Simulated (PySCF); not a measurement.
Species: C₆H₇F₃Si.
Atom-mapped SMILES: `[CH:1]#[C:2][Si@@H:3]1[CH2:4][CH2:5][C@@H:6]1[C:7]([F:8])([F:9])[F:10]` (hydrogens: H11 on C1; H12 on Si3; H13, H14 on C4; H15, H16 on C5; H17 on C6)

The same species was optimised twice, with GFN2-xTB and with PBE0-D3(BJ)/def2-SVP (PySCF), and the same property calculations (PySCF, gas phase) were run on both structures.

```csv
coordinate,GFN2-xTB,PBE0-D3(BJ)/def2-SVP,change
Si3–C4 (Å),1.914,1.886,-0.028
Si3–C6 (Å),1.931,1.913,-0.018
C2–Si3 (Å),1.841,1.826,-0.015
C1≡C2 (Å),1.203,1.217,+0.014
C5–C6 (Å),1.543,1.557,+0.014
C7–F9 (Å),1.348,1.336,-0.012
C4–C5 (Å),1.544,1.553,+0.009
C7–F8 (Å),1.351,1.342,-0.009
C6–C7 (Å),1.494,1.498,+0.004
C7–F10 (Å),1.345,1.345,0.000
Si3–C6–C5 (°),90.9,86.2,-4.7
C2–Si3–C6 (°),114.7,119.1,+4.4
Si3–C4–C5 (°),91.5,87.3,-4.2
C4–Si3–C6 (°),76.1,79.0,+2.9
C2–Si3–C4 (°),118.0,120.7,+2.7
Si3–C6–C7 (°),113.6,116.1,+2.5
C4–C5–C6 (°),100.3,102.0,+1.7
F8–C7–F9 (°),105.6,107.0,+1.4
C5–C6–C7–F8 (°),69,65,-4
```

Rotational constants: A = 1489, B = 1096, C = 773.9 MHz (GFN2-xTB) against A = 1543, B = 1026, C = 745.7 MHz (PBE0-D3(BJ)/def2-SVP). Point groups within 0.08 Å: C1 and C1.

On the GFN2-xTB structure: HOMO (eV) -8.18 [PBE0/pcSseg-1]; LUMO (eV) -0.72 [PBE0/pcSseg-1]; dipole (D) 2.41 [PBE0/pcSseg-1]; GIAO shielding of C1 (ppm) 77.3 [PBE0/pcSseg-1]; GIAO shielding of C2 (ppm) 101.0 [PBE0/pcSseg-1]; GIAO shielding of Si3 (ppm) 386.9 [PBE0/pcSseg-1]; GIAO shielding of C4 (ppm) 171.3 [PBE0/pcSseg-1]; GIAO shielding of C5 (ppm) 165.9 [PBE0/pcSseg-1]; GIAO shielding of C6 (ppm) 149.5 [PBE0/pcSseg-1]; GIAO shielding of C7 (ppm) 48.0 [PBE0/pcSseg-1]; GIAO shielding of F8/F9/F10 (mean) (ppm) 248.9 [PBE0/pcSseg-1].

**Question.** What do these properties become on the PBE0-D3(BJ)/def2-SVP structure?

**Answer.** 
```tsv
property	level	on GFN2-xTB	on PBE0-D3(BJ)/def2-SVP	change
HOMO (eV)	PBE0/pcSseg-1	-8.18	-8.12	+0.06
LUMO (eV)	PBE0/pcSseg-1	-0.72	-0.68	+0.04
dipole (D)	PBE0/pcSseg-1	2.41	2.03	-0.38
energy, GFN2-xTB geometry as zero (kcal/mol)	PBE0/pcSseg-1	0.0	-2.9	-2.9
GIAO shielding of C1 (ppm)	PBE0/pcSseg-1	77.3	75.5	-1.8
GIAO shielding of C2 (ppm)	PBE0/pcSseg-1	101.0	99.6	-1.4
GIAO shielding of Si3 (ppm)	PBE0/pcSseg-1	386.9	388.8	+1.9
GIAO shielding of C4 (ppm)	PBE0/pcSseg-1	171.3	170.0	-1.3
GIAO shielding of C5 (ppm)	PBE0/pcSseg-1	165.9	162.4	-3.5
GIAO shielding of C6 (ppm)	PBE0/pcSseg-1	149.5	148.9	-0.6
GIAO shielding of C7 (ppm)	PBE0/pcSseg-1	48.0	50.1	+2.1
GIAO shielding of F8/F9/F10 (mean) (ppm)	PBE0/pcSseg-1	248.9	254.4	+5.5
```

The heavy atoms differ by 0.146 Å rms after alignment. Among bonds between heavy atoms Si3–C4 changes most (-0.028 Å). Changes are differences of the printed values. Neither structure is proved a minimum here.

Shape of the structure used: `[CH:1]#[C:2][Si@@H:3]1[CH2:4][CH2:5][C@@H:6]1[C:7]([F:8])([F:9])[F:10]`: C5–C6–C7–F8 65°.
